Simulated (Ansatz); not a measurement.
A structure relaxed at r2SCAN-D4/def2-SVPD in Ansatz, charge -1, doublet:

Cartesian coordinates in Å:
```
Bi 0.215 -1.904 0.044
Bi -0.089 0.757 -1.758
Te -1.484 2.808 -0.609
Te -0.956 -1.797 2.512
Te 2.313 0.136 -0.189
```

Question: Give its formula and point group.

Answer: Bi₂Te₃⁻. Point group Cs (tolerance 0.1 Å).

Question: Summarise the bond lengths by kind (pairs closer than 1.2 times the sum of covalent radii, bridged metal pairs left out).

Answer: 4 × Bi–Te 2.73 to 2.94 Å.

In the def2 sets Bi, Te take a core potential; there is no spin–orbit coupling. The relaxation made no stability test and no search for a lower SCF solution. Another isomer (doublet) lies 0.37 eV lower at PBE0-D4/def2-TZVPD; other spin states weren't run for this one.
